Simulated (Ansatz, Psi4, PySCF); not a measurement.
C$_{4}$H$_{9}$, doublet, geometry from GFN2-xTB. Base run: MP2/6-31G* (PySCF).

The PySCF input:
```python
from pyscf import gto, scf, mp

mol = gto.Mole()
mol.atom = '''
    C     0.80227852    1.76477179   -0.15694418
    C     0.52141927    0.40038107    0.33521225
    C    -0.74490807   -0.31053583    0.05376212
    C    -0.53438974   -1.81153526   -0.16655504
    H     1.85278878    1.87333439   -0.43366452
    H    -1.48498727   -2.30741758   -0.34953270
    H     0.60506598    2.52119607    0.61469385
    H     0.18232470    2.00638185   -1.01869520
    H    -0.07242301   -2.26159652    0.70904246
    H     0.11552400   -1.97990561   -1.02198077
    H     1.21029694   -0.04478302    1.03354459
    H    -1.22945641    0.12710158   -0.82320378
    H    -1.44553349   -0.19280169    0.89694506
'''
mol.basis = '6-31g*'
mol.spin = 1
mol.verbose = 3
mol.build()

mf = scf.UHF(mol)
mf.kernel()

pt = mp.MP2(mf)
pt.kernel()
print('E(MP2) = %.10f' % pt.e_tot)
```

The same geometry, method and basis name were run in Ansatz (a first-principles code) and Psi4 and PySCF, at each program's defaults and at the settings that a row names. The base is PySCF at its defaults. Differences at the defaults can come from grids, fitting, cores and function types together.

| code and settings | ΔE vs base (mEh) | basis functions | E (Eh) | SCF cycles |
|---|---|---|---|---|
| PySCF, defaults (exact integrals, spherical functions, all electrons correlated) | 0.000 | 74 | -157.17314 | 12 |
| Psi4, defaults (density fitting with its default set, Cartesian functions, all electrons correlated) | -14.023 | 78 | -157.18717 | 15 |
| Ansatz, defaults (factorised integrals, Cartesian functions, frozen core) | 4.403 | 78 | -157.16874 | - |
| PySCF, frozen core | 9.573 | 74 | -157.16357 | 12 |
| Psi4, exact integrals, spherical functions, frozen core | 9.573 | 74 | -157.16357 | 15 |
| Ansatz, high accuracy, frozen core, Cartesian functions as the basis file defines them | 4.396 | 78 | -157.16875 | - |

Open shells are given as the SCF converged; they aren't shown to be the lowest states, and a large step between rows can be another state.
